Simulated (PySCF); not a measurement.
Species: C4H9FS2Si.
SMILES with atom numbers: `[F:1][C@@H:2]1[CH2:3][CH2:4][S:5][CH2:6][S:7][SiH2:8]1`

Geometry (GFN2-xTB, Å), atoms numbered from 1 in this order:
```
atom  x, y, z in Å
F1    -1.052   -0.477    1.691
C2    -1.179    0.518    0.727
C3    -1.493   -0.137   -0.612
C4    -0.451   -1.154   -1.050
S5     1.171   -0.425   -1.474
C6     2.125   -0.711    0.036
S7     2.200    0.694    1.207
Si8    0.354    1.691    0.788
H9    -2.054    1.102    1.037
H10   -1.590    0.647   -1.364
H11   -2.452   -0.660   -0.537
H12   -0.285   -1.901   -0.274
H13   -0.781   -1.655   -1.959
H14    3.150   -0.915   -0.265
H15    1.711   -1.571    0.559
H16    0.408    2.418   -0.474
H17    0.212    2.548    1.954
```

Definitions: NICS(0) = −σiso at the ring centroid; NICS(1) = −σiso and NICS(1)zz = −σzz at ±1 Å along the ring normal z. Level: GIAO PBE0/pcSseg-1 (PySCF, non-relativistic, gas phase) on the GFN2-xTB geometry, one conformer.

Ring bond lengths (Å), with Mayer bond orders in brackets: C2–C3 1.524 (1.04), C3–C4 1.521 (1.00), C4–S5 1.828 (0.99), S5–C6 1.810 (1.00), C6–S7 1.831 (0.96), S7–Si8 2.140 (0.99), Si8–C2 1.931 (0.82).

Question: Give the NICS values of each ring in ppm.

Answer: 
| ring | type | NICS(0) | NICS(1), two faces | NICS(1)zz, two faces | rms pucker (Å) | centre to ring atoms, mean (Å) |
| --- | --- | --- | --- | --- | --- | --- |
| C2–C3–C4–S5–C6–S7–Si8 | 7-membered ring with 2 S and Si; formal bonds all single | -3.4 | -4.3 / -1.9 | 1.1 / 2.5 | 0.43 | 1.90 |

Question: What can be read from them?

Answer: 
- C2–C3–C4–S5–C6–S7–Si8: mean NICS(1)zz 1.8 ppm, near zero. C2, C3, C4, C6, Si8 have four or more neighbours, so the value isn't read as a sign of a π ring current.

Question: At the second NICS(1) probe listed for ring C2–C3–C4–S5–C6–S7–Si8, 1 Å off the ring, how large is the induced field along the normal in 9.4 T applied along it?

Answer: NICSzz × B0 = 2.5 ppm × 9.4 T = 24 μT, along the applied field.
